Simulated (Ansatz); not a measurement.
Ge₂₀H₃₀⁺, a nanocrystal cut from cubic germanium. Charge 1, multiplicity 2. Geometry PBE-D4/def2-SVP, that of the neutral singlet.

Cartesian coordinates in Å:
```
Ge 0.900 -2.022 -2.143
Ge -1.190 0.922 -4.001
Ge -2.035 -2.228 0.616
Ge -3.983 0.727 -1.375
Ge 2.946 1.431 -2.747
Ge 1.799 -1.756 1.781
Ge 3.802 1.685 0.991
Ge -0.134 1.216 -0.051
Ge -3.013 1.011 2.859
Ge 0.635 1.460 3.969
Ge -0.634 -1.460 -3.967
Ge 3.014 -1.012 -2.859
Ge 0.135 -1.219 0.052
Ge -1.797 1.757 -1.780
Ge -3.802 -1.682 -0.990
Ge -2.946 -1.432 2.746
Ge 2.035 2.228 -0.617
Ge 3.983 -0.724 1.374
Ge 1.189 -0.923 4.002
Ge -0.899 2.020 2.143
H 1.072 -3.573 -2.082
H -0.003 1.718 -4.611
H -2.425 1.126 -4.931
H -1.869 -3.780 0.682
H -4.852 0.958 -2.648
H -4.717 1.386 -0.173
H 2.139 1.977 -3.957
H 4.404 1.971 -2.866
H 1.974 -3.307 1.849
H 5.151 2.192 0.395
H 3.584 2.407 2.350
H -4.213 1.531 2.019
H -3.254 1.430 4.341
H 1.947 2.291 3.895
H -0.079 1.818 5.308
H 0.080 -1.818 -5.307
H -1.945 -2.292 -3.893
H 3.253 -1.430 -4.342
H 4.215 -1.533 -2.021
H -1.969 3.308 -1.847
H -3.585 -2.404 -2.350
H -5.151 -2.189 -0.394
H -4.405 -1.970 2.863
H -2.141 -1.980 3.957
H 1.867 3.779 -0.684
H 4.715 -1.382 0.172
H 4.855 -0.956 2.646
H 2.422 -1.129 4.935
H -0.001 -1.718 4.609
H -1.070 3.572 2.081
```

Single mean-field runs in def2-TZVP are fitted with def2-universal-jkfit. At PBE-D4/def2-TZVP the gap within one spin of the charge 1 doublet nearly closes, so an electron or hole may be smeared out by delocalisation error.

Task: Estimate the α-spin orbital energies around the gap (eV) in Ansatz with PBE-D4/def2-TZVP, PBE0-D4/def2-TZVP, BHLYP-D4/def2-TZVP.

Result: 
| orbital | PBE-D4/def2-TZVP | PBE0-D4/def2-TZVP | BHLYP-D4/def2-TZVP |
| --- | --- | --- | --- |
| HOMO−5 | -9.30 | -10.31 | -11.20 |
| HOMO−4 | -9.29 | -10.29 | -11.11 |
| HOMO−3 | -9.25 | -10.22 | -11.03 |
| HOMO−2 | -9.23 | -10.15 | -10.95 |
| HOMO−1 | -9.06 | -10.01 | -10.84 |
| HOMO | -8.91 | -9.82 | -10.63 |
| LUMO | -5.08 | -4.40 | -3.56 |
| LUMO+1 | -4.84 | -4.12 | -3.28 |
| LUMO+2 | -4.68 | -4.05 | -3.21 |
| LUMO+3 | -4.65 | -4.00 | -3.17 |
| LUMO+4 | -4.65 | -3.96 | -3.15 |
| LUMO+5 | -4.62 | -3.93 | -3.08 |
| β HOMO | -8.88 | -9.76 | -10.54 |
| β LUMO | -8.91 | -8.87 | -8.61 |
